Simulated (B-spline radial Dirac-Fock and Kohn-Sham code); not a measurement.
**Radiative decay of the 1s hole in Fe²⁺**

System: the Fe²⁺ ion, configuration [Ar] 3d6.

Level of theory: one-electron (LDA, Dirac) transition rates at Dirac-Fock energies; a B-spline atomic structure program.

```tsv
line	multipole	energy (eV)	width (meV)	share (%)
K-L2	E1	6389.9	124	30.1
K-L3	E1	6402.1	243	59.0
K-M2	E1	7054.0	15.0	3.64
K-M3	E1	7055.5	29.5	7.17
```

The listed lines hold 100.0 % of the radiative rate. The radiative width is 0.412 eV in the length form and 0.426 eV in the velocity form; the two differ because the transition energies are not eigenvalue differences of the potential that gave the orbitals. Kα2/Kα1 is 0.511 and Kβ/Kα is 0.121.

Values without a named source are computed, but for edge energies of neutral atoms, which are taken from tables.
